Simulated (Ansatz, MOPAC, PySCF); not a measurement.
Noncovalent pair: PH3 (SMILES P) (first 4 atoms) with Si2H6 (SMILES [SiH3][SiH3]); geometry from B3LYP-D3(BJ)/def2-TZVP, rigid monomers moved along the line of their centres of mass till H4···Si5 is 4.71 Å.
(charge 0, multiplicity 1):
```tsv
atom	x (Å)	y (Å)	z (Å)
P	-0.3602	0.2282	-0.0754
H	0.7813	-0.1793	0.6606
H	0.3673	1.1782	-0.8387
H	-0.7495	1.1836	0.8977
Si	0.7633	0.6938	5.3311
Si	-0.7220	-1.1195	5.2692
H	0.1095	1.9187	4.8111
H	1.9646	0.4110	4.5098
H	1.1927	0.9430	6.7293
H	-1.9068	-0.8349	6.1148
H	-0.0550	-2.3411	5.7816
H	-1.1826	-1.3792	3.8841
```

Counterpoise-corrected where a basis set is named; no monomer relaxation. Rows marked so take none.

Frozen-core correlation. Rows in 3-21G, 6-31G* carry no dispersion term and start afresh at each structure (6-31G* with six Cartesian d functions). MP2/6-31G* freezes PySCF's default core. The state reached by PM3 isn't checked.

The values were computed with Ansatz (an electronic-structure program) with Gaussian orbitals; MOPAC for PM3 (differences of heats of formation); PySCF for 3-21G rows, 6-31G* rows. Each number belongs to the level named beside it.

```
level                            interaction energy (meV)
-------------------------------  ------------------------
PM3                                                   3.8
HF/3-21G (no counterpoise)                           -0.9
HF/6-31G*                                             2.6
PBE/def2-TZVPPD                                      -7.2
BP86/6-31G* (no counterpoise)                         9.6
M06-2X/6-31G* (no counterpoise)                     -16.9
MP2/6-31G* (no counterpoise)                          [?]
MP2/aug-cc-pV(D+d)Z                                 -18.3
CCSD(T)/aug-cc-pV(D+d)Z                             -18.2
```

Task: What belongs in the gaps?

Result: 
- MP2/6-31G* (no counterpoise), interaction energy (meV): -12.0
